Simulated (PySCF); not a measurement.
# Unknown compound

An unknown has the formula C$_{7}$H$_{12}$O. Its calculated NMR data are:

1H NMR (400 MHz, computed): δ 5.63 (t, 1H), 5.01 (m, 2H), 4.99 (s, 2H), 2.75 (sept, 1H), 1.10 (d, 6H).

13C{1H} NMR (computed): δ 154.8, 126.2, 81.5, 78.2, 33.9, 24.1.

Non-relativistic Hamiltonian, no solvent model, averaged over atoms made equivalent by symmetry, fast rotation or ring inversion, one conformer. Geometry: GFN2-xTB; shielding tensors at PBE0/pcSseg-1 (GIAO); PySCF 2.14.0 with density-fitted response routines.

δ = σ(ref) − σ, references computed at the same level: TMS for 1H, 13C.

Task: Which of these isomers gave the spectra?
A. CC(C)C1=CCOC1
B. CO[C@]1(C)C=C(C)C1
C. CC#CCCOCC
D. CC(=O)CC1CCC1

Result: A. 

The formula gives 2 degrees of unsaturation (1 ring in the answer). 6 carbon signals for 7 carbons: some carbons are equivalent by symmetry or fast rotation. Carbon types of the structure: 1 × C, 2 × CH, 2 × CH2, 2 × CH3, which accounts for all hydrogens. δC 154.8: fully substituted alkene carbon; the olefinic region. δC 126.2: alkene CH; an sp2 carbon of a C=C bond. δC 81.5, 78.2: allylic sp3 CH2 bonded to O; the inductive effect lowers its shielding. δC 24.1: methyl carbon; a saturated carbon with 1 carbon neighbour and no heteroatom attached. δH 5.63: hydrogen on an alkene CH; a vinylic proton, deshielded by the sp2 carbon and the C=C anisotropy.

The others: CC#CCCOCC would give 7 carbon signals, not 6; CO[C@]1(C)C=C(C)C1 would give 7 carbon signals, not 6; CC(=O)CC1CCC1 would give 7 signals for carbon-bound and other non-exchanging H, not 5.

Shifts are as computed. Against solution values, carbons near 30 ppm lie about +3 ppm off and those near 130 ppm about +5 ppm (rms about the fit 2.1 ppm; single classes can miss by 10 ppm). Of 1328 compounds with measured shifts, 309 miss one by over three times the rms of a fit or turn the order of signals round; such compounds aren't used in these exercises. Signals without a measured value on file couldn't be tested in this way; 1H shifts scatter by 0.2 ppm about their fit, and single ones miss by 0.5 ppm. Multiplicities follow the n + 1 count of equivalent neighbours, as no J values were calculated; m marks all less simple cases, F and P coupling included.
